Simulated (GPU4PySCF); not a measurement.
BCzBN core (C30H17BN2), SMILES c1cc2c3c(c1)-n1c4ccccc4c4cccc(c41)B3c1cccc3c4ccccc4n-2c13.

Coordinates come from a ωB97X-D3(BJ)/def2-SVP optimisation.

These are PBE0/def2-SVP in GPU4PySCF values and carry that method's errors.

Isolated molecule, no solvent.

The total energy comes out as -1285.50397 hartree, the point group comes out as Cs and the highest occupied level comes out as -5.74 eV. The lowest empty level is -2.06 eV. The orbital gap is 3.68 eV, the dipole moment is 0.183 e·Å and the quadrupole, principal values (traceless, Buckingham form, about the centre of nuclear charge) is -36.51, 17.02, 19.49 D·Å. The mean static polarisability is 389.6 bohr³ (57.73 Å³) and the polarisability, principal values comes out as 138.6, 433.7, 596.4 bohr³.
